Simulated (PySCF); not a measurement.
Si(CF3)(H)3 (CH3F3Si), SMILES FC(F)(F)[SiH3]. Heavy atoms are numbered as in [SiH3:1][C:2]([F:3])([F:4])[F:5]. Hydrogens are named by the atom that carries them.

Geometry optimised at ωB97X-D3(BJ)/def2-SVP.

Method: B3LYP/pcSseg-1 (PySCF).

GIAO shieldings, no solvent; atoms alike by connectivity are averaged. δ = σ(ref) − σ: ²⁹Si against TMS (σ = 338.7 ppm); ¹³C against TMS (σ = 181.3 ppm); ¹⁹F against CFCl3 (σ = 161.7 ppm); ¹H against TMS (σ = 31.68 ppm), references at their B3LYP-D3(BJ)/def2-TZVP geometries, non-relativistic.

Computed chemical shifts:
```tsv
nucleus	atoms	count	δ (ppm)
²⁹Si	Si1 (SiH3)	1	-69.7
¹³C	C2	1	140.9
¹⁹F	F3	3	-74.1
¹H	H on Si1	3	4.21
```
